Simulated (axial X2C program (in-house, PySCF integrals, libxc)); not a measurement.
Potential curves of SbBr⁺, without spin–orbit coupling

Calculated with an in-house relativistic program for diatomic molecules. Spin-free means the one-electron spin-free X2C Hamiltonian. Basis: Sb dyall-cv3z [11s12p8d4f1g], Br dyall-cv3z [8s9p6d4f1g] (cores contracted in-house); Gaussian nuclei, density fitting, unrestricted open shells. Masses: Sb 120.904 u, Br 78.918 u.

State: M_S = 1/2, Λ = 1 (beyond evenly filled blocks: π+α). Energies in eV from the fragments at the same level (Sb+ + Br). Fits are polynomials in 1 − R0/R over 0.85 to 1.23 times the lowest point R0.

```json
{"R (Å)": "2.0776", "HF": "-0.4102", "CCSD": "", "CCSD(T)": ""}
{"R (Å)": "2.1731", "HF": "-1.1681", "CCSD": "-2.3609", "CCSD(T)": "-2.5152"}
{"R (Å)": "2.2447", "HF": "-1.4841", "CCSD": "-2.6905", "CCSD(T)": "-2.8544"}
{"R (Å)": "2.3164", "HF": "-1.6407", "CCSD": "-2.8606", "CCSD(T)": "-3.0345"}
{"R (Å)": "2.3880", "HF": "-1.6760", "CCSD": "-2.9095", "CCSD(T)": "-3.0936"}
{"R (Å)": "2.4716", "HF": "-1.6043", "CCSD": "-2.8537", "CCSD(T)": "-3.0500"}
{"R (Å)": "2.5552", "HF": "-1.4455", "CCSD": "-2.7112", "CCSD(T)": "-2.9197"}
{"R (Å)": "2.6626", "HF": "-1.1583", "CCSD": "-2.4448", "CCSD(T)": "-2.6682"}
{"R (Å)": "2.7940", "HF": "-0.7556", "CCSD": "", "CCSD(T)": ""}
{"R (Å)": "2.9850", "HF": "-0.3441", "CCSD": "", "CCSD(T)": ""}
```

Correlated methods: 11 electrons correlated (number of frozen shells: Sb 4 s, 3 p, 2 d; Br 3 s, 2 p, 1 d), 273 virtual spin orbitals or spinors in MP2, 90 natural virtuals in coupled cluster.

One determinant describes the state; a PBE0 search over occupations chose it and may have missed a lower one. De is counted from the lowest determinant-based energies of the atoms at the same level, without counterpoise correction. CCSD and (T) use frozen natural virtuals with an MP2 correction for the truncation; (T) itself is uncorrected, so its De runs slightly low. The determinant is spin-polarised beyond a pure state at some levels (its spin-free form has ⟨S²⟩ too high), which makes Re and μ there less reliable. With the outer-core shells frozen, correlated bond lengths of heavy atoms tend to come out a few hundredths of an ångström too long. Spin-free De lacks the spin–orbit lowering of the heavy p-block atom, a tenth of an eV or more for 4p and 5p, up to an eV for 6p and one to two eV for 7p atoms, less what an open-shell molecule gains itself. Coupled cluster ran on the points near the minimum only. MP2 and coupled cluster on one determinant become unreliable at the stretched end.

Fit the HF curve near its minimum: give the equilibrium distance, the harmonic wavenumber and the well depth.

At HF, spin-free: Re = 2.377 Å, ωe ≈ 323 cm⁻¹, De = 1.68 eV to Sb+ + Br; Be follows as 0.0625 cm⁻¹.

Fit the CCSD curve near its minimum: give the equilibrium distance, the harmonic wavenumber and the well depth.

At CCSD, spin-free: Re = 2.387 Å, ωe ≈ 317 cm⁻¹, De = 2.91 eV to Sb+ + Br; Be follows as 0.0619 cm⁻¹.

What are Re, ωe and De at the CCSD(T) level?

At CCSD(T), spin-free: Re = 2.396 Å, ωe ≈ 311 cm⁻¹, De = 3.09 eV to Sb+ + Br; Be follows as 0.0615 cm⁻¹.
